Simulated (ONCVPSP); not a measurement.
manganese (Mn): one change to an ONCV potential, before and after

- Element: Mn
- Generator: ONCVPSP 4.0.1
- Type: optimised norm-conserving Vanderbilt (ONCV)
- Functional: Wu-Cohen
- Relativity: fully relativistic
- Frozen core: [Ne]
- Valence charge: 15
- Reference configuration: 3s2 3p6 3d5 4s2
- Partial waves: 3s+4s: rc 1.30 bohr, ncon 3, nbas 7, qcut 10.6 1/bohr, 3 projectors, debl 0.9 Ha; 3p: rc 1.25 bohr, ncon 5, nbas 8, qcut 10.5 1/bohr, 2 projectors, debl 3.6 Ha; 3d: rc 2.00 bohr, ncon 5, nbas 9, qcut 9.5 1/bohr, 2 projectors, debl 1.8 Ha
- Local potential: polynomial inside 1.25 bohr (lpopt 5, dvloc0 0 Ha)
- Core correction: polynomial model core, fcfact 0.7

Open shells are filled in proportion to 2j + 1.

Change: all radii but the core radius scaled by about 1.23 (s 1.60, p 1.54, d 2.46 bohr); local potential polynomial inside 1.54 bohr (lpopt 5, dvloc0 0 Ha).

Cutoffs: the cutoffs (Ha) at which the residual kinetic energy of the hardest occupied pseudo-wave falls to 1 and 0.1 mHa per electron; they do not see the model core or the augmentation charge, which bear on the density cutoff. Errors are all-electron minus pseudo energies relative to the spin-unpolarised reference configuration.

Q: What does the change do?

A: The potential gets softer (36 Ha and 43 Ha → 31 Ha and 37 Ha); of the 4 tests that both files solve, the error grows in 4 and shrinks in 0 by more than 15 % and 0.3 meV (median size 38.0 → 72.1 meV); neither file shows a bound ghost. A larger radius leaves more room for a smooth pseudo-wave, so fewer plane waves are needed. More of the atom is replaced by a form fitted at one configuration, so other configurations suffer.

| quantity | base | changed |
| --- | --- | --- |
| cutoff, loose | 36 Ha | 31 Ha |
| cutoff, tight | 43 Ha | 37 Ha |
| loose cutoff by channel | s 36 Ha, p 29 Ha, d 32 Ha | s 29 Ha, p 31 Ha, d 27 Ha |
| bound ghosts | none | none |
| GHOST(+) flags under 300 eV | none | none |
| error for 3s2 3p6 3d5 4s1, meV [ΔE 8.45 eV] | +2.3 | +3.8 |
| error for 3s2 3p6 3d5 4s0, meV [ΔE 23.93 eV] | +12 | +18 |
| error for 3s2 3p6 3d4 4s0, meV [ΔE 56.44 eV] | +64 | +126 |
| error for 3s2 3p6 3d3 4s0, meV [ΔE 107.21 eV] | +618 | +1075 |
| rms error of d²Exc/dni dnj with the model core, mHa | 5.65 | 5.29 |
